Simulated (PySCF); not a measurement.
CH6AlO4Si (SMILES [CH3][Al][O][Si](O)(O)O), doublet, geometry from GFN2-xTB (such geometries of metal compounds can be far from the true shape) (the spin is typed, not shown lowest); DF-B3LYP/def2-SVP run with PySCF.

Here is a job for PySCF.
```python
from pyscf import gto, scf, dft

mol = gto.M(
    atom='''
Al   -0.85592216    1.61403498    1.17226343
C    -2.88406648    1.74480945    1.23865118
H    -3.34457240    0.87286602    1.71066228
H    -3.32937802    1.84784851    0.24558581
H    -3.17115948    2.62297550    1.82100228
O     0.00993492    0.45099276    0.32701131
Si    0.76737054   -0.73001050   -0.52437645
O     0.59260543   -2.15006435    0.23393206
O     2.34454825   -0.38811200   -0.65596802
O     0.12888056   -0.84249895   -2.00810498
H    -0.26408299   -2.56548399    0.22179979
H     2.88446748   -0.42705085    0.12756985
H     0.30517176   -0.14485963   -2.63164443
''',
    basis='def2-svp',
    spin=1,
    verbose=4,
)

mf = dft.UKS(mol)
mf.xc = 'b3lyp'
mf.grids.atom_grid = (50, 194)
mf = mf.density_fit(auxbasis='def2-universal-jkfit')
mf.kernel()
mf.analyze()
```

What the program printed (banner, timings and long lists left out):

```
PySCF version 2.14.0

[INPUT] verbose = 4
[INPUT] num. atoms = 13
[INPUT] num. electrons = 71
[INPUT] charge = 0
[INPUT] spin (= nelec alpha-beta = 2S) = 1
[INPUT] symmetry False subgroup None
[INPUT] Mole.unit = angstrom
[INPUT] Symbol           X                Y                Z      unit          X                Y                Z       unit  Magmom
[...]
nuclear repulsion = 450.312086369962
number of shells = 64
number of NR pGTOs = 234
number of NR cGTOs = 136
basis = def2-svp
ecp = {}

******** <class 'pyscf.df.df_jk.DFUKS'> ********
method = DFUKS
initial guess = minao
damping factor = 0
level_shift factor = 0
DIIS = <class 'pyscf.scf.diis.CDIIS'>
diis_start_cycle = 1
diis_space = 8
diis_damp = 0
SCF conv_tol = 1e-09
SCF conv_tol_grad = None
SCF max_cycles = 50
direct_scf = False
number electrons alpha = 36  beta = 35
XC library pyscf.dft.libxc version 7.1.2
    S. Lehtola, C. Steigemann, M. J. T. Oliveira, and M. A. L. Marques,  SoftwareX 7, 1–5 (2018)
XC functionals = b3lyp
    P. J. Stephens, F. J. Devlin, C. F. Chabalowski, and M. J. Frisch,  J. Phys. Chem. 98, 11623 (1994)
radial grids:
    Treutler-Ahlrichs [JCP 102, 346 (1995); DOI:10.1063/1.469408] (M4) radial grids

becke partition: Becke, JCP 88, 2547 (1988); DOI:10.1063/1.454033
pruning grids: <function nwchem_prune>
grids dens level: 3
symmetrized grids: False
atomic radii adjust function: <function treutler_atomic_radii_adjust>
User specified grid scheme (50, 194)
small_rho_cutoff = 0
Set gradient conv threshold to 3.16228e-05
tot grids = 85024
******** <class 'pyscf.df.df.DF'> ********
auxbasis = def2-universal-jkfit
init E= -874.953005384401

cycle= 1 E= -873.938413170293  delta_E= 1.01  |g|= 1.04  |ddm|= 2.73
cycle= 2 E= -873.134052266819  delta_E= 0.804  |g|= 1.72  |ddm|= 1.96
cycle= 3 E= -874.316745588114  delta_E= -1.18  |g|= 0.292  |ddm|= 1.37
cycle= 4 E= -874.349956018439  delta_E= -0.0332  |g|= 0.0798  |ddm|= 0.267
cycle= 5 E= -874.352423317409  delta_E= -0.00247  |g|= 0.0149  |ddm|= 0.0855
cycle= 6 E= -874.352537268475  delta_E= -0.000114  |g|= 0.0039  |ddm|= 0.0229
cycle= 7 E= -874.352545297129  delta_E= -8.03e-06  |g|= 0.0018  |ddm|= 0.00604
cycle= 8 E= -874.352547266862  delta_E= -1.97e-06  |g|= 0.000543  |ddm|= 0.00281
cycle= 9 E= -874.352547510601  delta_E= -2.44e-07  |g|= 0.000157  |ddm|= 0.00117
cycle= 10 E= -874.352547527987  delta_E= -1.74e-08  |g|= 8.69e-05  |ddm|= 0.000344
cycle= 11 E= -874.352547531398  delta_E= -3.41e-09  |g|= 3.28e-05  |ddm|= 0.000106
cycle= 12 E= -874.352547532059  delta_E= -6.61e-10  |g|= 6.66e-06  |ddm|= 4.62e-05
Extra cycle  E= -874.352547532093  delta_E= -3.37e-11  |g|= 6.74e-06  |ddm|= 1.63e-05
converged SCF energy = -874.352547532093  <S^2> = 0.75227153  2S+1 = 2.0022702
**** SCF Summaries ****
Total Energy =                        -874.352547532092785
Nuclear Repulsion Energy =             450.312086369961719
One-electron Energy =                -2105.759672758500983
Two-electron Energy =                  781.095038856446422
Two-electron Coulomb Energy =          863.041479324981879
DFT Exchange-Correlation Energy =      -81.946440468535428
**** MO energy ****
                             alpha | beta                alpha | beta
[...]
To work with the spin densities directly, `use mulliken_meta_spin()` only printing them here.

 ** Mulliken spin pop alpha/beta on meta-lowdin orthogonal AOs **
 ** Mulliken Spin Density (per AO)  **
spin_pop of  0 Al 1s        0.00000
spin_pop of  0 Al 2s        0.00015
spin_pop of  0 Al 3s        0.36426
spin_pop of  0 Al 4s        0.01072
spin_pop of  0 Al 2px       0.00000
spin_pop of  0 Al 2py       0.00000
spin_pop of  0 Al 2pz      -0.00000
spin_pop of  0 Al 3px       0.13468
spin_pop of  0 Al 3py       0.15645
spin_pop of  0 Al 3pz       0.09092
spin_pop of  0 Al 4px       0.00055
spin_pop of  0 Al 4py       0.00009
spin_pop of  0 Al 4pz       0.00007
spin_pop of  0 Al 3dxy      0.00234
spin_pop of  0 Al 3dyz     -0.00025
spin_pop of  0 Al 3dz^2     0.00087
spin_pop of  0 Al 3dxz      0.00127
spin_pop of  0 Al 3dx2-y2    0.00235
spin_pop of  1 C 1s       -0.00000
spin_pop of  1 C 2s        0.03589
spin_pop of  1 C 3s        0.00058
spin_pop of  1 C 2px       0.12602
spin_pop of  1 C 2py       0.00532
spin_pop of  1 C 2pz       0.00420
spin_pop of  1 C 3px       0.00094
spin_pop of  1 C 3py       0.00022
spin_pop of  1 C 3pz       0.00018
spin_pop of  1 C 3dxy     -0.00005
spin_pop of  1 C 3dyz      0.00001
spin_pop of  1 C 3dz^2     0.00002
spin_pop of  1 C 3dxz     -0.00005
spin_pop of  1 C 3dx2-y2    0.00004
spin_pop of  2 H 1s        0.00435
spin_pop of  2 H 2s        0.00071
spin_pop of  2 H 2px      -0.00001
spin_pop of  2 H 2py       0.00001
spin_pop of  2 H 2pz      -0.00000
spin_pop of  3 H 1s        0.00530
spin_pop of  3 H 2s        0.00079
spin_pop of  3 H 2px      -0.00001
spin_pop of  3 H 2py      -0.00000
spin_pop of  3 H 2pz       0.00001
spin_pop of  4 H 1s       -0.00553
spin_pop of  4 H 2s        0.00006
spin_pop of  4 H 2px      -0.00000
spin_pop of  4 H 2py      -0.00000
spin_pop of  4 H 2pz      -0.00000
spin_pop of  5 O 1s       -0.00000
spin_pop of  5 O 2s        0.01102
spin_pop of  5 O 3s        0.00046
spin_pop of  5 O 2px       0.00534
spin_pop of  5 O 2py       0.01951
spin_pop of  5 O 2pz       0.00845
spin_pop of  5 O 3px       0.00025
spin_pop of  5 O 3py       0.00047
spin_pop of  5 O 3pz       0.00022
spin_pop of  5 O 3dxy     -0.00001
spin_pop of  5 O 3dyz      0.00002
spin_pop of  5 O 3dz^2    -0.00000
spin_pop of  5 O 3dxz     -0.00001
spin_pop of  5 O 3dx2-y2    0.00000
spin_pop of  6 Si 1s        0.00000
spin_pop of  6 Si 2s        0.00000
spin_pop of  6 Si 3s        0.00250
spin_pop of  6 Si 4s        0.00013
spin_pop of  6 Si 2px       0.00000
spin_pop of  6 Si 2py       0.00000
spin_pop of  6 Si 2pz       0.00000
spin_pop of  6 Si 3px       0.00371
spin_pop of  6 Si 3py      -0.00011
spin_pop of  6 Si 3pz      -0.00036
spin_pop of  6 Si 4px       0.00026
spin_pop of  6 Si 4py       0.00008
spin_pop of  6 Si 4pz       0.00002
spin_pop of  6 Si 3dxy      0.00015
spin_pop of  6 Si 3dyz     -0.00003
spin_pop of  6 Si 3dz^2    -0.00000
spin_pop of  6 Si 3dxz      0.00006
spin_pop of  6 Si 3dx2-y2    0.00001
spin_pop of  7 O 1s       -0.00000
spin_pop of  7 O 2s        0.00009
spin_pop of  7 O 3s        0.00001
spin_pop of  7 O 2px       0.00052
spin_pop of  7 O 2py       0.00116
spin_pop of  7 O 2pz      -0.00002
spin_pop of  7 O 3px       0.00002
spin_pop of  7 O 3py      -0.00000
spin_pop of  7 O 3pz       0.00001
spin_pop of  7 O 3dxy     -0.00000
spin_pop of  7 O 3dyz      0.00000
spin_pop of  7 O 3dz^2     0.00000
spin_pop of  7 O 3dxz      0.00000
spin_pop of  7 O 3dx2-y2    0.00000
spin_pop of  8 O 1s        0.00000
spin_pop of  8 O 2s       -0.00008
spin_pop of  8 O 3s        0.00003
spin_pop of  8 O 2px      -0.00019
spin_pop of  8 O 2py       0.00005
spin_pop of  8 O 2pz      -0.00001
spin_pop of  8 O 3px       0.00001
spin_pop of  8 O 3py       0.00001
spin_pop of  8 O 3pz       0.00000
spin_pop of  8 O 3dxy      0.00000
spin_pop of  8 O 3dyz     -0.00000
spin_pop of  8 O 3dz^2     0.00000
spin_pop of  8 O 3dxz      0.00000
spin_pop of  8 O 3dx2-y2   -0.00000
spin_pop of  9 O 1s       -0.00000
spin_pop of  9 O 2s        0.00032
spin_pop of  9 O 3s        0.00005
spin_pop of  9 O 2px       0.00011
spin_pop of  9 O 2py       0.00076
spin_pop of  9 O 2pz       0.00113
spin_pop of  9 O 3px      -0.00000
spin_pop of  9 O 3py      -0.00000
spin_pop of  9 O 3pz       0.00002
spin_pop of  9 O 3dxy      0.00000
spin_pop of  9 O 3dyz     -0.00000
spin_pop of  9 O 3dz^2     0.00000
spin_pop of  9 O 3dxz      0.00000
spin_pop of  9 O 3dx2-y2    0.00000
spin_pop of  10 H 1s        0.00001
spin_pop of  10 H 2s        0.00003
spin_pop of  10 H 2px       0.00000
spin_pop of  10 H 2py      -0.00000
spin_pop of  10 H 2pz      -0.00000
spin_pop of  11 H 1s        0.00007
spin_pop of  11 H 2s        0.00004
spin_pop of  11 H 2px      -0.00000
spin_pop of  11 H 2py       0.00000
spin_pop of  11 H 2pz       0.00000
spin_pop of  12 H 1s        0.00016
spin_pop of  12 H 2s        0.00006
spin_pop of  12 H 2px      -0.00000
spin_pop of  12 H 2py       0.00000
spin_pop of  12 H 2pz       0.00000
 ** Mulliken Spin Density (per atom)  **
spin density of  0 Al =      0.76447
spin density of  1 C =      0.17332
spin density of  2 H =      0.00506
spin density of  3 H =      0.00609
spin density of  4 H =     -0.00547
spin density of  5 O =      0.04571
spin density of  6 Si =      0.00644
spin density of  7 O =      0.00179
spin density of  8 O =     -0.00017
spin density of  9 O =      0.00239
spin density of  10 H =      0.00004
spin density of  11 H =      0.00012
spin density of  12 H =      0.00022
 ** Mulliken pop alpha/beta on meta-lowdin orthogonal AOs **
 ** Mulliken pop       alpha | beta **
In total            36.00000 | 35.00000
 ** Mulliken atomic charges   ( Nelec_alpha | Nelec_beta ) **
charge of  0Al =      0.63266  (     6.56591      5.80143 )
charge of  1C =     -0.56266  (     3.36799      3.19467 )
charge of  2H =      0.10768  (     0.44869      0.44363 )
charge of  3H =      0.10798  (     0.44906      0.44297 )
charge of  4H =      0.11114  (     0.44169      0.44717 )
charge of  5O =     -0.80110  (     4.42340      4.37769 )
charge of  6Si =      1.54759  (     6.22942      6.22298 )
charge of  7O =     -0.71541  (     4.35860      4.35681 )
charge of  8O =     -0.71498  (     4.35741      4.35757 )
charge of  9O =     -0.71568  (     4.35903      4.35665 )
charge of  10H =      0.33391  (     0.33306      0.33303 )
charge of  11H =      0.33481  (     0.33265      0.33254 )
charge of  12H =      0.33406  (     0.33308      0.33286 )
Dipole moment(X, Y, Z, Debye): -0.98590,  0.80058,  0.52025
```
